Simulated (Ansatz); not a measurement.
Start from `CC1=CC(C(F)(F)F)=[O+][Ti-]([F])([Cl])([Cl])[O]1` and change one atom or group to get `CC1=CC(C(F)(F)F)=[O+][Ga-]([CH3])([CH3])[O]1`.

Ansatz, PBE0-D4/def2-TZVP geometries, multiplicity 1. 

Scalar relativity is left out up to krypton.

```tsv
property	`CC1=CC(C(F)(F)F)=[O+][Ti-]([F])([Cl])([Cl])[O]1`
LUMO energy (B3LYP/def2-TZVPP) / eV	-3.66
HOMO–LUMO gap (PBE/def2-TZVPP) / eV	2.99
HOMO energy (B3LYP/def2-TZVPP) / eV	-8.17
LUMO energy (PBE0/def2-TZVPP) / eV	-3.44
LUMO energy (PBE/def2-TZVPP) / eV	-4.20
HOMO energy (ωB97M-V/def2-TZVPP) / eV	-10.49
```

(1) Give the same properties after the change, and the shifts. (Estimate.)

Answers

(1) Computed: 
```csv
property,`CC1=CC(C(F)(F)F)=[O+][Ga-]([CH3])([CH3])[O]1`,shift
LUMO energy (B3LYP/def2-TZVPP) / eV,-2.48,1.18
HOMO–LUMO gap (PBE/def2-TZVPP) / eV,2.94,-0.05
HOMO energy (B3LYP/def2-TZVPP) / eV,-6.99,1.18
LUMO energy (PBE0/def2-TZVPP) / eV,-2.27,1.17
LUMO energy (PBE/def2-TZVPP) / eV,-3.10,1.10
HOMO energy (ωB97M-V/def2-TZVPP) / eV,-9.32,1.17
```

B3LYP here is the variant with VWN-RPA as its local correlation; programs differ in this.
